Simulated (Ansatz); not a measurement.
`ClC1O[SiH2]O1` + H₂ → `C1O[SiH2]O1` + HCl  (hydrogenolysis of a C–Cl bond)

Calculated with Ansatz (gas phase, PBE0-D4/def2-TZVP geometries, no zero-point term in ΔE). CBS: MP2 limit from def2 TZ/QZ plus the TZ coupled-cluster correction, frozen cores. This one scheme is used for every species. DFT in def2-TZVPP. B3LYP here is the variant with VWN-RPA as its local correlation; programs differ in this.

`ClC1O[SiH2]O1`:

Z-matrix (Å, degrees):
```
C
O 1 1.403
Si 1 2.149 2 51.2
Cl 1 1.787 2 111.5 3 117.8
O 1 1.403 2 102.3 3 -1.5
H 1 1.090 2 112.7 3 -122.9
H 3 1.479 1 124.6 2 90.9
H 3 1.478 1 124.3 2 -89.1
```

H₂:

Z-matrix (Å, degrees):
```
H
H 1 0.746
```

`C1O[SiH2]O1`:

Z-matrix (Å, degrees):
```
C
Si 1 2.153
O 1 1.430 2 50.6
O 1 1.430 2 50.6 3 180.0
H 1 1.095 2 124.4 3 90.0
H 1 1.095 2 124.4 3 -90.0
H 2 1.483 1 125.2 3 90.0
H 2 1.483 1 125.2 3 -90.0
```

HCl:

```xyz
2

Cl   -0.227   -0.239    0.548
H     0.227    0.239   -0.548
```

```csv
level,ΔE (kcal/mol),difference from CCSD(T)/CBS
B97M-V,-13.8,0.5
PBE0-D4,-13.3,1.0
revPBE,-12.9,1.4
B3LYP,-15.2,-0.9
RPA@PBE/def2-TZVPP,-15.0,-0.7
CCSD/def2-SVP,-16.6,-2.3
CCSD(T)/def2-TZVPP,-14.8,-0.5
HF/CBS(def2),-20.0,-5.7
MP2/CBS(def2),-13.0,1.3
CCSD/CBS(def2),-16.0,-1.7
CCSD(T)/CBS,-14.3,0
```

Largest T1 diagnostic among the species: 0.012.

At CCSD(T), def2-SVP lies −0.9 kcal/mol from the extrapolated value and def2-TZVPP −0.5 kcal/mol. From PBE to PBE0 (25 % exact exchange), in def2-TZVPP and without D4, ΔE moves by −2.2 kcal/mol. The D4 term adds +2.0 kcal/mol with B3LYP and +1.1 kcal/mol with PBE0; it sums over pairs of atoms, weighted by their polarisabilities, and B3LYP, whose exchange is more repulsive, gets the larger term.
